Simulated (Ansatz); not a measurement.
Reactions of FH5OSi2 (`O[SiH](F)[SiH3]`).

Gas-phase electronic energies from Ansatz, PBE0-D4/def2-TZVP geometries. CBS: MP2 limit from def2 TZ/QZ plus the TZ coupled-cluster correction, frozen cores. This one scheme is used for every species, atoms too. DFT in def2-TZVPP. Open shells (•) are unrestricted, without spin–orbit coupling. Each species was taken in one conformer, which may not be the lowest.

```tsv
reaction	CCSD(T)/CBS(def2) (kJ/mol)
`O[SiH](F)[SiH3]` + `NBS` → `O[SiH](F)NBS` + SiH₄	-83
`O[SiH](F)[SiH3]` + `N=CF` → `N=C(F)[SiH](F)[SiH3]` + H₂O	106
`O[SiH](F)[SiH3]` → H• + `O[SiH](F)[SiH2]`•	?
`O[SiH](F)[SiH3]` + CH₃OH → `CO[SiH](O)[SiH3]` + H–F	37
```

(1) Fill in the missing values. (Best estimate.)

Largest T1 diagnostic: 0.014, for `O[SiH](F)[SiH2]`•.

## Answers

(1) The calculation gave: `O[SiH](F)[SiH3]` → H• + `O[SiH](F)[SiH2]`•: +392.7 kJ/mol.
